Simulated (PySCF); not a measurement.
## N (nitrogen, neutral) across methods

[He] 2s1 2p4, 2s spin antiparallel (an excited configuration). Computed with PySCF 2.14 in aug-cc-pwCVQZ (9s8p6d4f2g, 109 functions), with no relativity, point nucleus.

| method | E (hartree) | mean ε 2s β (eV) | mean ε 2p α (eV) | mean ε 2p β (eV) | Σ⟨r²⟩ (bohr²) | ⟨S²⟩ |
| --- | --- | --- | --- | --- | --- | --- |
| B97-3 | -54.0383 | -20.308 | -9.437 | -8.910 | 13.37 | 1.750 |
| r2SCAN | -54.0125 | -18.397 | -8.368 | -7.481 | 13.41 | 1.751 |
| PBE0 | -53.9933 | -20.082 | -9.434 | -8.879 | 13.46 | 1.751 |
| PBE | -54.0223 | -17.929 | -8.028 | -7.041 | 13.59 | 1.750 |
| LDA | -53.6289 | -17.932 | -8.169 | -6.866 | 13.64 | 1.750 |
| M06-L | -54.0312 | -18.292 | -7.878 | -7.519 | 13.24 | 1.751 |
| LC-wPBE | -54.0251 | -23.027 | -12.462 | -11.771 | 13.33 | 1.750 |
| UHF | -53.72101 | -25.625 | -12.830 | -13.882 | 13.52 | 1.755 |

With the s spin flipped the determinant is a mixture of two multiplicities, not a spectroscopic state.
